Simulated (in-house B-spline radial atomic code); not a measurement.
**Ionising Sn with different functionals**

Computed with an all-electron radial atomic-structure program (B-spline basis): four-component Dirac-Coulomb Hamiltonian, Fermi nucleus of rms radius 4.6519 fm, spin-restricted, spherical fractional occupations for the functionals, and exact exchange of hybrids averaged over the configuration. The ionisation energy is the difference of two self-consistent energies, [Kr] 4d10 5s2 5p2 → [Kr] 4d10 5s2 5p1, without Breit or QED terms; ε is the level of the shell that loses the electron (mean over j). The electron is taken from both j subshells in proportion to 2j + 1, so the result is a j average, not the step between ground levels.

```json
{"method": "B3LYP", "rung": "global hybrid", "ΔSCF (eV)": "?", "-ε(5p) (eV)": "?"}
{"method": "wB97X", "rung": "range-separated hybrid", "ΔSCF (eV)": "7.03", "-ε(5p) (eV)": "6.79"}
{"method": "CAM-B3LYP", "rung": "range-separated hybrid", "ΔSCF (eV)": "?", "-ε(5p) (eV)": "?"}
{"method": "LC-wPBE", "rung": "range-separated hybrid", "ΔSCF (eV)": "7.03", "-ε(5p) (eV)": "7.01"}
```

(1) What does B3LYP give?

(2) What does CAM-B3LYP give?

(3) Among the functionals, which spreads more, the ΔSCF values or the orbital energies?

(4) How do they compare with the NIST value?

Answers

(1) ΔSCF 7.00 eV, and -ε(5p) = 4.48 eV.

(2) ΔSCF 7.04 eV, and -ε(5p) = 5.85 eV.

(3) The orbital energies: ΔSCF values span about 0.04 eV and the orbital energies 2.53 eV; here energy differences depend much less on the functional than eigenvalues do.

(4) NIST lists 7.344 eV (measured, ground level to ground level). Errors run from -0.34 to -0.30 eV; CAM-B3LYP is closest (-0.30 eV), but part of that can be cancellation, since the calculations leave out Breit-QED terms, spin polarisation, the choice among j levels, multiplet and fine-structure energies.
